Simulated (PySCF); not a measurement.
C₇H₉PS.
Cartesian coordinates in Å at the PBE0-D3(BJ)/def2-SVP level; atoms count from 1:
```
atom  x, y, z in Å
C1     3.310   -0.631    0.138
C2     2.592    0.599   -0.390
C3     1.100    0.584   -0.294
P4     0.193   -0.682    0.330
C5    -1.518   -0.105    0.070
C6    -2.572   -0.421    0.988
C7    -3.789    0.062    0.593
S8    -3.681    0.884   -0.912
C9    -1.995    0.595   -1.018
H10    4.399   -0.530    0.022
H11    2.993   -1.539   -0.399
H12    3.096   -0.791    1.206
H13    2.958    1.505    0.130
H14    2.862    0.768   -1.450
H15    0.598    1.490   -0.659
H16   -2.419   -0.979    1.914
H17   -4.746   -0.021    1.106
H18   -1.436    0.931   -1.891
```

The closed-shell ground state was solved at several levels (PySCF, density fitting, gas phase, non-relativistic).

| level | basis functions | total energy (Eh) | HOMO (eV) | LUMO (eV) | gap (eV) | dipole (D) |
| --- | --- | --- | --- | --- | --- | --- |
| B3LYP/def2-SVPD | 263 | -1011.2952 | -6.29 | -1.70 | 4.59 | 0.99 |
| PBE/pcSseg-1 | 212 | -1010.9256 | -5.55 | -2.32 | 3.23 | 1.08 |

Question: Estimate the row for PBE0/pcSseg-1, a basis of 212 functions; the other rows only guide the guess.

Answer: Total energy -1011.0045 Eh, HOMO -6.53 eV, LUMO -1.53 eV, gap 5.00 eV, dipole 1.08 D.

Question: Over all these levels, which gives the widest orbital gap and which the narrowest?

Answer: PBE0/pcSseg-1 (global hybrid, 25 % exact exchange) has the widest, 5.00 eV, and PBE/pcSseg-1 (GGA) the narrowest, 3.23 eV. The two share the basis. From the narrowest to the widest the HOMO moves by -0.98 eV and the LUMO by +0.79 eV.

Question: How far do the dipole and the HOMO energy spread over the levels?

Answer: The dipole runs from 0.99 to 1.08 D (mean 1.05 D) and the HOMO from -6.53 to -5.55 eV.

One conformer stands for the species.
